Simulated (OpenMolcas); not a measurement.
## Worked example: vertical energy of the quartet above the doublet of AlClOF (SMILES [O][Al]([F])[Cl])

AlClOF: 4 atoms, total charge 0, spin state doublet. As SMILES, `[O][Al]([F])[Cl]`. The shape is that of a PBE0-D4/def2-TZVP optimisation.

Both states at this one shape; open shells run unrestricted unless said. 1 Eh = 27.2114 eV.

| level | program | doublet AlClOF (Eh) | quartet AlClOF (Eh) |
| --- | --- | --- | --- |
| UBLYP/6-311+G** | OpenMolcas | -877.864729 | -877.650968 |
| UM06-2X/6-311+G** | OpenMolcas | -877.779262 | -877.532699 |

Task: Work out the vertical gap, second state less first, at each level.

Result: 
1. UBLYP/6-311+G**: -877.650968 − (-877.864729) = 0.213761 Eh = 5.82 eV.
2. UM06-2X/6-311+G**: -877.532699 − (-877.779262) = 0.246563 Eh = 6.71 eV.

No measured value is set beside it here; the levels span 5.82 to 6.71 eV.
